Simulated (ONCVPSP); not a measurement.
Cutoff test, Nb (Z = 41), ONCV

```
Element                 : niobium (Nb)
Generator               : ONCVPSP 4.0.1
Type                    : optimised norm-conserving Vanderbilt (ONCV)
Functional              : PBE
Relativity              : scalar-relativistic
Frozen core             : [Ar] 3d10
Valence charge          : 13
Reference configuration : 4s2 4p6 4d4 5s1
Partial waves           : 4s+5s: rc 2.30 bohr, ncon 5, nbas 9, qcut 4.8 1/bohr, 2 projectors; 4p: rc 1.80 bohr, ncon 3, nbas 7, qcut 7.1 1/bohr, 2 projectors, debl 1.3 Ha; 4d: rc 2.80 bohr, ncon 4, nbas 8, qcut 6.8 1/bohr, 3 projectors, debl 3.7 Ha
Local potential         : polynomial inside 1.35 bohr (lpopt 5, dvloc0 2 Ha)
Core correction         : none
```

Problem. For each optimised wave give the share of its norm inside rc, the residual kinetic energy above qcut (Ha) and the cutoffs (Ha) for errors of 10, 1, 0.1 and 0.01 mHa per electron.

Solution.

```json
{"wave": "4s", "norm inside rc": "0.988", "residual KE": "3.8e-05", "10 mHa": "3.9", "1 mHa": "5.5", "0.1 mHa": "9.9", "0.01 mHa": "36.0"}
{"wave": "5s", "norm inside rc": "0.123", "residual KE": "6.7e-05", "10 mHa": "3.2", "1 mHa": "5.2", "0.1 mHa": "10.9", "0.01 mHa": "33.4"}
{"wave": "4p", "norm inside rc": "0.857", "residual KE": "8.2e-07", "10 mHa": "8.3", "1 mHa": "10.5", "0.1 mHa": "15.4", "0.01 mHa": "21.1"}
{"wave": "p projector 2", "norm inside rc": "0.043", "residual KE": "4.0e-07", "10 mHa": "6.2", "1 mHa": "8.8", "0.1 mHa": "11.6", "0.01 mHa": "19.9"}
{"wave": "4d", "norm inside rc": "0.763", "residual KE": "2.7e-09", "10 mHa": "9.8", "1 mHa": "12.8", "0.1 mHa": "15.3", "0.01 mHa": "17.4"}
{"wave": "d projector 2", "norm inside rc": "0.150", "residual KE": "1.2e-07", "10 mHa": "12.9", "1 mHa": "15.7", "0.1 mHa": "18.2", "0.01 mHa": "20.0"}
{"wave": "d projector 3", "norm inside rc": "0.120", "residual KE": "7.4e-06", "10 mHa": "16.9", "1 mHa": "19.6", "0.1 mHa": "21.7", "0.01 mHa": "23.7"}
```

The occupied waves need 13 Ha and 15 Ha for 1 and 0.1 mHa. 1 of 4 tests not solved or not reliable.
